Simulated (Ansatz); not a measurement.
Reaction (substitution at a C–Si bond): `C[SiH](C)O[SiH3]` + `CCCC(=O)O` → `CCCC(=O)OC` + `C[SiH2]O[SiH3]`

Calculated with Ansatz (gas phase, PBE0-D4/def2-TZVP geometries, no zero-point term in ΔE). CBS: MP2 limit from def2 TZ/QZ plus the TZ coupled-cluster correction, frozen cores. This one scheme is used for every species. DFT in def2-TZVPP. B3LYP here is the variant with VWN-RPA as its local correlation; programs differ in this. Each species was taken in one conformer, which may not be the lowest.

| level | ΔE (kJ/mol) | difference from CCSD(T)/CBS |
| --- | --- | --- |
| PBE0-D4 | 91.7 | 1.5 |
| B3LYP-D4 | 85.9 | -4.3 |
| ωB97X-V | 85.2 | -5.0 |
| ωB97M-V | 91.0 | 0.8 |
| PBE | 86.9 | -3.3 |
| r2SCAN | 89.6 | -0.6 |
| PBE0 | 88.4 | -1.8 |
| B3LYP | 80.4 | -9.8 |
| MP2/def2-TZVPP | 93.9 | 3.7 |
| SCS-MP2/def2-TZVPP | 85.8 | -4.4 |
| CCSD(T)/def2-TZVPP | 87.4 | -2.8 |
| HF/def2-QZVPP | 72.6 | -17.6 |
| SCS-MP2/def2-QZVPP | 87.5 | -2.7 |
| HF/CBS(def2) | 72.5 | -17.7 |
| MP2/CBS(def2) | 96.7 | 6.5 |
| CCSD/CBS(def2) | 89.4 | -0.8 |
| CCSD(T)/CBS | 90.2 | 0 |

Largest T1 diagnostic among the species: 0.013.

The D4 term adds +5.5 kJ/mol with B3LYP and +3.2 kJ/mol with PBE0; it sums over pairs of atoms, weighted by their polarisabilities, and B3LYP, whose exchange is more repulsive, gets the larger term. In def2-TZVPP, CCSD(T) changes the Hartree–Fock value by +14.3 kJ/mol (the triples alone add +0.8 kJ/mol) and MP2 by +20.7 kJ/mol.
